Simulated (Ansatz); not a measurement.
Z-matrix (Å, degrees):
```
Al
I 1 2.4633
I 1 2.4633 2 120.00
I 1 2.4633 2 120.00 3 180.00
```
Charge 0, spin multiplicity 1.

Method: frozen-core CCSD(T)/def2-TZVPP // B3LYP-D3(BJ)/def2-TZVP (Ansatz, an electronic-structure program).

The HF energy is -1132.10868 Ha and the MP2 correlation energy is -1.55034 Ha.

**Question.** Estimate the CCSD correlation energy, the (T) correction, the total energy and the T1 diagnostic.

**Answer.** 
The CCSD correlation energy comes out as -1.46250 Ha and the (T) correction is -0.03485 Ha. The CCSD(T) total energy comes out as -1133.60603 Ha and the T1 diagnostic comes out as 0.008.
